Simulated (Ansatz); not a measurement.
Species: C₄H₈BN, SMILES `B/C(N)=C/C=C` (charge 0, multiplicity 1).

Question: Give a relaxed geometry from PBE0-D4/def2-TZVP in Ansatz (a program for electronic structure).

Answer: This is not unique; one that fits is the end point of this relaxation, one of several conformers (outside a Z-matrix the atoms follow the SMILES, hydrogens last).
Cartesian coordinates (Å) in one orientation:
```xyz
14

B      2.145     0.811    -0.621
C      1.017    -0.064    -0.063
N      1.324    -1.271     0.532
C     -0.263     0.385    -0.231
C     -1.464    -0.282     0.189
C     -2.693     0.224     0.035
H      3.292     0.477    -0.505
H      1.875     1.837    -1.168
H      2.280    -1.386     0.821
H      0.659    -1.685     1.163
H     -0.380     1.338    -0.735
H     -1.371    -1.265     0.646
H     -2.845     1.196    -0.422
H     -3.575    -0.315     0.358
```
